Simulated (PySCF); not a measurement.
Polarisability and C₆ of Rh⁻ (rhodium, charge -1)

[Kr] 4d8 5s2, high-spin 3F determinant. Computed with PySCF 2.14 in def2-QZVPPD with the def2 core potential (28 electrons) (7s5p4d4f2g, 88 functions), with scalar relativity through the core potential. Coupled (time-dependent) response in atomic units; α is the mean over directions.

```csv
method,mean α (bohr³),C₆ (like pair),S(−4)
LC-wPBE,236.7,3457,65820
```

S(−4) is the Cauchy moment in α(ω) = α(0) + S(−4) ω² + …

Spin-orbit coupling is absent.

α(iu) at LC-wPBE:

| u (hartree) | α(iu) (bohr³) |
| --- | --- |
| 0 | 236.7 |
| 0.0500 | 160.2 |
| 0.100 | 95.07 |
| 0.200 | 44.64 |
| 0.300 | 27.56 |
| 0.500 | 14.95 |
| 0.750 | 9.154 |
| 1.00 | 6.397 |
| 1.50 | 3.760 |
| 2.00 | 2.507 |
| 3.00 | 1.347 |
| 5.00 | 0.5668 |

For an ion, C₆ is the dispersion term alone; charge-induced terms of lower order in 1/R come first.

Energies and moments cover only the electrons outside the core potential.
